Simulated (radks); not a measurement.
Polarisability of neutral gallium, [Ar] 3d10 4s2 4p1, at imaginary frequency. All-electron calculation, non-relativistic Kohn-Sham, LDA (Slater exchange, Perdew-Wang correlation), spin-unpolarised, spherical densities, point nucleus. Program: a radial shooting solver on a logarithmic mesh with Libxc functionals. Response by self-consistent Sternheimer equations with the Hartree and adiabatic LDA kernel.

w (hartree)  alpha1(iw) (bohr^3)
0.00266                    62.70
0.0143                     62.03
0.0360                     58.70
0.0697                     50.95
0.118                      40.18
0.186                      29.23
0.280                      19.80
0.413                      12.57
0.605                      7.574
0.892                      4.402
1.35                       2.488
2.12                       1.348
3.59                      0.6645
6.94                      0.2610
17.5                     0.05951

Static values: alpha1 = 62.73 bohr^3 (9.295 angstrom^3; uncoupled 85.48). C6 = 520.7, triple-dipole C9 = 22450 atomic units. One-pole (London) frequency 4 C6 / (3 alpha1^2) = 0.176 hartree, against 0.102 for minus the highest occupied eigenvalue. The dipole shielding factor is 1.000, as the force sum rule N/Z = 1.000 demands. Recommended static value: 50 bohr^3 (Schwerdtfeger and Nagle, 2023 table).

Beside tabulated values, note that spin-unpolarised runs miss the spin-polarisation part of the exchange energy of open shells.
